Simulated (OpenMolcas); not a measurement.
## Levels of Mo²⁺ by method

```
Program             : OpenMolcas 26.06
Basis               : ANO-R3 [8s6p5d3f2g1h]
Scalar Hamiltonian  : X2C, finite nucleus
Active space        : 4 electrons in 5 orbitals (4d)
State averaging     : 2S+1 = 5 even, 5 roots; 2S+1 = 3 even, 45 roots; 2S+1 = 1 even, 50 roots
Spin-orbit coupling : state interaction with AMFI integrals over the reference wave functions, term energies averaged over their components
```

Methods on the same reference wave functions:
A. CASSCF
B. SS-CASPT2, IPEA 0.25 Eh, imaginary shift 0.1 Eh (closed shells correlated: 4s 4p)
C. MS-CASPT2, IPEA 0.25 Eh, imaginary shift 0.1 Eh (closed shells correlated: 4s 4p)

Energies in cm-1 above 4d4 5D0, the measured ground level; measured values from Sugar and Musgrove, J. Phys. Chem. Ref. Data 17, 155 (1988).

```json
{"Level": "4d4 5D0", "A": "0.0", "B": "0.0", "C": "0.0", "Measured": "0.0"}
{"Level": "4d4 5D1", "A": "215", "B": "236", "C": "236", "Measured": "242"}
{"Level": "4d4 5D2", "A": "612", "B": "654", "C": "653", "Measured": "668"}
{"Level": "4d4 5D3", "A": "1151", "B": "1199", "C": "1197", "Measured": "1224"}
{"Level": "4d4 5D4", "A": "1799", "B": "1833", "C": "1832", "Measured": "1872"}
{"Level": "4d4 3H4", "A": "15808", "B": "13080", "C": "13080", "Measured": "12680"}
{"Level": "4d4 3P0(1)", "A": "16226", "B": "11710", "C": "11710", "Measured": "11149"}
{"Level": "4d4 3H5", "A": "16289", "B": "13630", "C": "13630", "Measured": "13276"}
{"Level": "4d4 3H6", "A": "16759", "B": "14120", "C": "14120", "Measured": "13811"}
{"Level": "4d4 3P1(1)", "A": "17441", "B": "12930", "C": "12930", "Measured": "12510"}
{"Level": "4d4 3F3(1)", "A": "18309", "B": "14540", "C": "14540", "Measured": "13948"}
{"Level": "4d4 3F2(1)", "A": "18389", "B": "14560", "C": "14550", "Measured": "13929"}
{"Level": "4d4 3F4(1)", "A": "18542", "B": "14840", "C": "14830", "Measured": "14296"}
{"Level": "4d4 3P2(1)", "A": "19324", "B": "14770", "C": "14760", "Measured": "14358"}
{"Level": "4d4 3G3", "A": "20172", "B": "16460", "C": "16460", "Measured": "15871"}
{"Level": "4d4 3G4", "A": "20578", "B": "16860", "C": "16860", "Measured": "16283"}
{"Level": "4d4 3G5", "A": "20874", "B": "17240", "C": "17240", "Measured": "16714"}
{"Level": "4d4 1I6", "A": "24206", "B": "20310", "C": "20310", "Measured": "20290"}
{"Level": "4d4 3D3", "A": "25444", "B": "20240", "C": "20240", "Measured": "19488"}
{"Level": "4d4 3D2", "A": "25592", "B": "20350", "C": "20340", "Measured": "19577"}
{"Level": "4d4 3D1", "A": "25836", "B": "20660", "C": "20660", "Measured": ""}
{"Level": "4d4 1G4(1)", "A": "25851", "B": "21330", "C": "21330", "Measured": "20612"}
{"Level": "4d4 1S0(1)", "A": "29579", "B": "23710", "C": "23670", "Measured": "22990"}
{"Level": "4d4 1D2(1)", "A": "31233", "B": "24270", "C": "24270", "Measured": "22806"}
```

Deviations, from unrounded energies. A percentage is the sum of absolute deviations over the sum of measured energies, with the sign that they share, or ± where signs differ.

```json
{"Against measurement": "mean absolute deviation (cm-1)", "Levels": "22", "A": "3900", "B": "480", "C": "470"}
{"Against measurement": "fine structure of the ground term (%)", "Levels": "4", "A": "-5.7", "B": "-2.1", "C": "-2.2"}
{"Against measurement": "other terms of the ground configuration (%)", "Levels": "18", "A": "+29.2", "B": "+3.5", "C": "+3.5"}
```

B, C lie about equally close to measurement and A furthest from it. The largest miss of C in the table is 4d4 1D2(1), by +1500 cm-1. The ranking rests on the paired levels alone, and a cruder setting can come out closer through cancelling errors.

Between B and C the level of the table that moves most is 4d4 1S0(1), by 44 cm-1 (lowest in C, highest in B). Moves below CASPT2's spread within the term are not significant.

The two smallest mean deviations differ by little beside CASPT2's spread within terms, so their order carries little weight.

From A to B the spin-free energies of the other terms of 4d4 shown, above 5D, scale by factors of 0.73 to 0.83, as is usual when dynamic correlation screens the repulsion within a d or f shell.

The lowest spin-free term lies below A's lowest term by 0.362 hartree in B, 0.362 hartree in C.

CASPT2 breaks the degeneracy within a term, and the mean is taken; among the terms shown or strongly mixed into the levels shown the widest spread is 1500 cm-1 (4d4 1I, C). Levels of configurations with an s electron are missing; early in the row they begin among the upper levels of the d shell and mix with terms of their name. Without dynamic correlation excited terms often stand tens of per cent too high (terms of higher spin than the ground term too low), and those without a measured partner can miss by more than the paired ones (holds for A). Some levels mix across a computed gap that differs much from the measured one, so their mixing is not that of the real levels (holds for A). The CASPT2 spread within a term exceeds the gap to the next term for 4d4 3P(1) and 4d4 3H, 4d4 1I and 4d4 3D, 4d4 3D and 4d4 1G(1), so the order of their levels is uncertain (holds for C). Computed and measured levels are paired by configuration, term and J; levels that our copy of the source lacks, or whose pairing is in doubt (as where it misses far off the trend of its configuration), stay unpaired and out of the deviations. Only configurations of the active space appear. Levels that lie high or do not pair safely by name in every column are left out.

A number in round brackets counts repeated terms of one configuration in the order of the reference energies.
